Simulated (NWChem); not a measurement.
System: GaNH₄; SMILES [NH2][GaH2]

The following NWChem deck was run.

```
start job
memory heap 200 mb stack 900 mb global 1100 mb
geometry units angstroms noautoz
  Ga     0.000000     0.000000     0.391891
  H      0.000000    -1.396645     1.097501
  H      0.000000     1.396645     1.097501
  N      0.000000     0.000000    -1.419141
  H      0.000000    -0.836697    -1.990195
  H      0.000000     0.836697    -1.990195
end
basis spherical
  Ga library def2-tzvp
  H library def2-tzvp
  N library def2-tzvp
end
dft
  xc bhlyp
  iterations 150
  vectors input atomic output neutral.movecs
end
task dft energy
charge 1
dft
  odft
  mult 2
  vectors input atomic output cation.movecs
end
task dft energy
```

NWChem printed, in part:

```
             Northwest Computational Chemistry Package (NWChem) 7.3.0
             --------------------------------------------------------

 C2V symmetry detected

                             Geometry "geometry" -> ""
                             -------------------------

 Output coordinates in angstroms (scale by  1.889725989 to convert to a.u.)

  No.       Tag          Charge          X              Y              Z
 ---- ---------------- ---------- -------------- -------------- --------------
    1 Ga                  31.0000     0.00000000     0.00000000     0.38167086
    2 H                    1.0000     0.00000000    -1.39664500     1.08728086
    3 H                    1.0000     0.00000000     1.39664500     1.08728086
    4 N                    7.0000     0.00000000     0.00000000    -1.42936114
    5 H                    1.0000     0.00000000    -0.83669700    -2.00041514
    6 H                    1.0000     0.00000000     0.83669700    -2.00041514

 Effective nuclear repulsion energy (a.u.)     108.3769398468

      Symmetry information
      --------------------

 Group name             C2v
 Group number             16
 Group order               4
 No. of unique centers     4

                                 NWChem DFT Module
                                 -----------------

 Summary of "ao basis" -> "ao basis" (spherical)
 ------------------------------------------------------------------------------
       Tag                 Description            Shells   Functions and Types
 ---------------- ------------------------------  ------  ---------------------
 Ga                        def2-tzvp                16       48   6s5p4d1f
 H                         def2-tzvp                 4        6   3s1p
 N                         def2-tzvp                11       31   5s3p2d1f

      Symmetry analysis of basis
      --------------------------

        a1         45
        a2         10
        b1         20
        b2         28

            General Information
            -------------------
          SCF calculation type: DFT
          Wavefunction type:  closed shell.
          No. of atoms     :     6
          No. of electrons :    42
           Alpha electrons :    21
            Beta electrons :    21
          Charge           :     0
          Spin multiplicity:     1
          Use of symmetry is: on ; symmetry adaption is: on
          Maximum number of iterations: 150
          AO basis - number of functions:   103
                     number of shells:    43
          Convergence on energy requested:  1.00D-06
          Convergence on density requested:  1.00D-05
          Convergence on gradient requested:  5.00D-04

              XC Information
              --------------
                        BHLYP Method XC Functional
                     Hartree-Fock (Exact) Exchange  0.500
                        Slater Exchange Functional  0.500 local
                    Becke 1988 Exchange Functional  0.500 non-local
              Lee-Yang-Parr Correlation Functional  1.000

             Grid Information
             ----------------
          Grid used for XC integration:  medium
          Radial quadrature: Mura-Knowles
          Angular quadrature: Lebedev.
          Tag              B.-S. Rad. Rad. Pts. Rad. Cut. Ang. Pts.
          ---              ---------- --------- --------- ---------
          Ga                  1.30      112           9.0       590
          H                   0.35       45          11.0       434
          N                   0.65       49           9.0       434
          Grid pruning is: on
          Number of quadrature shells:   251
          Spatial weights used:  Erf1

      Superposition of Atomic Density Guess
      -------------------------------------

 Sum of atomic energies:       -1979.53547290

      Non-variational initial energy
      ------------------------------

 Total energy =   -1980.159942
 1-e energy   =   -2976.008568
 2-e energy   =     887.471686
 HOMO         =      -0.354518
 LUMO         =       0.008035

      Symmetry analysis of molecular orbitals - initial
      -------------------------------------------------

  Numbering of irreducible representations:

     1 a1          2 a2          3 b1          4 b2

  Orbital symmetries:

     1 a1          2 a1          3 b2          4 a1          5 b1
     6 a1          7 a1          8 a1          9 b2         10 b1
    11 a1         12 b2         13 a1         14 b1         15 a2
    16 a1         17 a1         18 b2         19 a1         20 b1
    21 b2         22 b1         23 a1         24 a1         25 b2
    26 a1         27 b2         28 a1         29 a2         30 b2
    31 a1

   convergence    iter        energy       DeltaE   RMS-Dens  Diis-err
 ---------------- ----- ----------------- --------- --------- ---------
 d= 0,ls=0.0,diis     1  -1981.9341580206 -2.09D+03  5.21D-03  4.26D-01
 d= 0,ls=0.0,diis     2  -1981.9364021976 -2.24D-03  2.65D-03  3.79D-01
 d= 0,ls=0.0,diis     3  -1981.9760849971 -3.97D-02  5.29D-04  1.78D-02
 d= 0,ls=0.0,diis     4  -1981.9779414560 -1.86D-03  9.06D-05  4.85D-04
 d= 0,ls=0.0,diis     5  -1981.9779604197 -1.90D-05  3.59D-05  9.30D-05
  Resetting Diis
 d= 0,ls=0.0,diis     6  -1981.9779643819 -3.96D-06  5.52D-06  7.81D-07
 d= 0,ls=0.0,diis     7  -1981.9779644766 -9.46D-08  1.47D-06  3.26D-08

         Total DFT energy =    -1981.977964476567
      One electron energy =    -2977.749828441212
           Coulomb energy =      970.865984347156
    Exchange-Corr. energy =      -83.471060229326
 Nuclear repulsion energy =      108.376939846815

 Numeric. integr. density =       42.000021717822

                  Occupations of the irreducible representations
                  ----------------------------------------------

                     irrep           alpha         beta
                     --------     --------     --------
                     a1               11.0         11.0
                     a2                1.0          1.0
                     b1                4.0          4.0
                     b2                5.0          5.0

                       DFT Final Molecular Orbital Analysis
                       ------------------------------------

 Vector   19  Occ=2.000000D+00  E=-4.014636D-01  Symmetry=a1
              MO Center= -6.0D-16, -3.7D-14,  5.2D-02, r^2= 3.0D+00
   Bfn.  Coefficient  Atom+Function         Bfn.  Coefficient  Atom+Function
  ----- ------------  ---------------      ----- ------------  ---------------
    18      0.273998  1 Ga pz                68     -0.259530  4 N  pz
    71     -0.214158  4 N  pz                 5      0.178436  1 Ga s
    50      0.150489  2 H  s                 56      0.150489  3 H  s
    12     -0.135142  1 Ga pz                74     -0.133843  4 N  pz
    24      0.117209  1 Ga d  0              51      0.102986  2 H  s

 Vector   20  Occ=2.000000D+00  E=-3.546944D-01  Symmetry=b2
              MO Center=  1.1D-15,  3.3D-14,  8.7D-01, r^2= 2.7D+00
   Bfn.  Coefficient  Atom+Function         Bfn.  Coefficient  Atom+Function
  ----- ------------  ---------------      ----- ------------  ---------------
    17      0.315280  1 Ga py                50     -0.228736  2 H  s
    56      0.228736  3 H  s                 51     -0.186771  2 H  s
    57      0.186771  3 H  s                 11     -0.146604  1 Ga py
    49     -0.139155  2 H  s                 55      0.139155  3 H  s
    20      0.118175  1 Ga py                23     -0.106840  1 Ga d -1

 Vector   21  Occ=2.000000D+00  E=-3.176432D-01  Symmetry=b1
              MO Center=  1.0D-15,  5.3D-16, -1.3D+00, r^2= 1.2D+00
   Bfn.  Coefficient  Atom+Function         Bfn.  Coefficient  Atom+Function
  ----- ------------  ---------------      ----- ------------  ---------------
    66      0.399097  4 N  px                69      0.354334  4 N  px
    72      0.340209  4 N  px                16      0.127202  1 Ga px
    19      0.086352  1 Ga px                25     -0.073413  1 Ga d  1
    10     -0.062081  1 Ga px

 Vector   22  Occ=0.000000D+00  E=-1.390351D-04  Symmetry=b1
              MO Center= -3.0D-14,  2.7D-15,  5.0D-01, r^2= 4.3D+00
   Bfn.  Coefficient  Atom+Function         Bfn.  Coefficient  Atom+Function
  ----- ------------  ---------------      ----- ------------  ---------------
    19      0.808797  1 Ga px                16      0.338063  1 Ga px
    72     -0.258986  4 N  px                66     -0.151633  4 N  px
    10     -0.147896  1 Ga px                69     -0.115292  4 N  px
    40     -0.071293  1 Ga d  1               7      0.056453  1 Ga px
    25      0.044116  1 Ga d  1              13     -0.032852  1 Ga px

 Vector   23  Occ=0.000000D+00  E= 4.930965D-02  Symmetry=a1
              MO Center=  2.2D-14, -4.6D-16, -1.0D+00, r^2= 6.6D+00
   Bfn.  Coefficient  Atom+Function         Bfn.  Coefficient  Atom+Function
  ----- ------------  ---------------      ----- ------------  ---------------
    65      2.044004  4 N  s                 21      0.997866  1 Ga pz
     6     -0.778997  1 Ga s                 94     -0.711108  5 H  s
   100     -0.711108  6 H  s                 63      0.230672  4 N  s
    18      0.190170  1 Ga pz                64     -0.124117  4 N  s
     5     -0.103576  1 Ga s                 62     -0.098836  4 N  s

 Vector   24  Occ=0.000000D+00  E= 8.594114D-02  Symmetry=a1
              MO Center= -3.7D-14, -6.0D-15,  1.0D+00, r^2= 4.5D+00
   Bfn.  Coefficient  Atom+Function         Bfn.  Coefficient  Atom+Function
  ----- ------------  ---------------      ----- ------------  ---------------
     6      1.914412  1 Ga s                 51     -1.293968  2 H  s
    57     -1.293968  3 H  s                 21      0.878005  1 Ga pz
     5      0.285408  1 Ga s                 74     -0.205179  4 N  pz
    65      0.150544  4 N  s                  4     -0.143174  1 Ga s
    26     -0.115350  1 Ga d  2               3     -0.111457  1 Ga s

[...]
```

Level: BHandHLYP/def2-TZVP, vertical spin-unrestricted ions. The geometry was optimised at PBE0/def2-SVP.
